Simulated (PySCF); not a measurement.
Cd(Me)(SMe) (C2H6CdS), SMILES [Cd]([CH3])[S]C. Atoms are numbered in the order given.

```xyz
10

Cd    -0.3918     0.2860     0.2903
C     -2.0383     1.5692     0.7041
H     -2.4469     1.3427     1.7002
H     -2.8287     1.4195    -0.0462
H     -1.7145     2.6200     0.6804
S      1.4538    -1.1612    -0.1132
C      1.6208    -1.1027    -1.9499
H      0.7247    -1.4827    -2.4609
H      2.4657    -1.7576    -2.2076
H      1.8486    -0.0909    -2.3145
```

Geometry: B3LYP-D3(BJ)/def2-SVP. The structure was generated by enumeration; whether it is a known compound was not checked. The def2 effective core potentials stand for the cores of Cd; spin–orbit coupling is left out. One conformer was computed; it need not be the lowest.

The numbers are results of CAM-B3LYP/def2-TZVP in PySCF, not measurements.

ESP charges are fitted to the potential on shells at 1.4 to 2.0 van der Waals radii. Atomic charges (e):

```json
[
 {"atom": "Cd1", "ESP fit": "…", "Mulliken": "0.61"},
 {"atom": "C2", "ESP fit": "-0.84", "Mulliken": "-0.67"},
 {"atom": "H3", "ESP fit": "…", "Mulliken": "0.13"},
 {"atom": "H4", "ESP fit": "…", "Mulliken": "0.13"},
 {"atom": "H5", "ESP fit": "…", "Mulliken": "0.13"},
 {"atom": "S6", "ESP fit": "…", "Mulliken": "-0.37"},
 {"atom": "C7", "ESP fit": "-0.24", "Mulliken": "-0.36"},
 {"atom": "H8", "ESP fit": "0.08", "Mulliken": "0.13"},
 {"atom": "H9", "ESP fit": "0.16", "Mulliken": "0.14"},
 {"atom": "H10", "ESP fit": "0.09", "Mulliken": "0.13"}
]
```

### Question
What belongs in the gaps? (The exact figures need the calculation; the answer reports its results.)

### Answer

- Cd1, ESP fit: 0.67
- H3, ESP fit: 0.19
- H4, ESP fit: 0.18
- H5, ESP fit: 0.18
- S6, ESP fit: -0.47
